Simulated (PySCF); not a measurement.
## Exercise with solution: refractive index and permittivity of the vapour

C₂H₆Si, SMILES C1C[SiH2]1.

The structure is a stationary point at B3LYP-D3(BJ)/def2-TZVP.

PySCF with PBE/def2-TZVPD gives a mean static polarisability of 55.0 bohr³ and a dipole moment of 0.20 D. Take an ideal gas at 298.15 K and 0.01 bar, whether or not the substance is that volatile.

### Question
Work out n − 1 in the optical limit and the static ε − 1.

### Answer

Polarisability volume α' = 55.0 × 0.148185 = 8.15 Å³. Number density N = p/kT = 2.43e-7 Å⁻³.
Dilute limit of Lorentz–Lorenz: n − 1 = 2π N α' = 1.2e-5.
Orientation term of Debye: μ²/(3kT) = 8.098 Å³ × μ²(D²) = 0.32 Å³.
ε − 1 = 4π N (α' + μ²/3kT) = 2.6e-5. Orientation of the dipole supplies 4 % of the static response; it can't follow optical fields. Vibrational polarisation and dispersion are left out.
